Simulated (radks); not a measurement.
The numbers below are computed, except where a source is named.
How relativity changes the ionisation of neutral fluorine ([He] 2s2 2p5) to F+ ([He] 2s2 2p4). Spin-unpolarised spherical Kohn-Sham, PBEsol, point nucleus unless stated (finite: rms radius 2.8976 fm), a radial shooting solver on a logarithmic mesh with Libxc functionals. A level marked "c x" has the speed of light scaled by that factor and shares open shells by 2j + 1; other Dirac levels either fill j = l - 1/2 first or share by 2j + 1.

| level | E(F) (hartree) | E(F+) (hartree) | IE (eV) | HOMO | <r> HOMO (bohr) |
|---|---|---|---|---|---|
| non-rel. | -99.35496 | -98.64466 | 19.328 | 2p | 1.105 |
| scalar-rel. | -99.44796 | -98.73808 | 19.317 | 2p | 1.105 |
| scalar-rel., finite nucleus | -99.44794 | -98.73806 | 19.317 | 2p | 1.105 |
| Dirac, 2j+1 shares | -99.44798 | -98.73810 | 19.317 | 2p3/2 | 1.106 |
| Dirac, low j first | -99.44875 | -98.73992 | 19.288 | 2p3/2 | 1.106 |
| Dirac, 2j+1 shares, finite nucleus | -99.44795 | -98.73807 | 19.317 | 2p3/2 | 1.106 |
| Dirac, c x 1.5 | -99.39625 | -98.68614 | 19.323 | 2p3/2 | 1.105 |
| Dirac, c x 2 | -99.37817 | -98.66798 | 19.325 | 2p3/2 | 1.105 |
| Dirac, c x 100 | -99.35497 | -98.64467 | 19.328 | 2p3/2 | 1.105 |

NIST Atomic Spectra Database: 17.423 eV (measured). The relativistic part of the total energy of F is -0.09299 hartree (Dirac, 2j+1 shares, finite nucleus), 0.094 % of the non-relativistic value. Spin polarisation and multiplet splitting of open shells are left out at every level.

Beside tabulated values, note that spin-unpolarised runs miss the spin-polarisation part of the exchange energy of open shells.
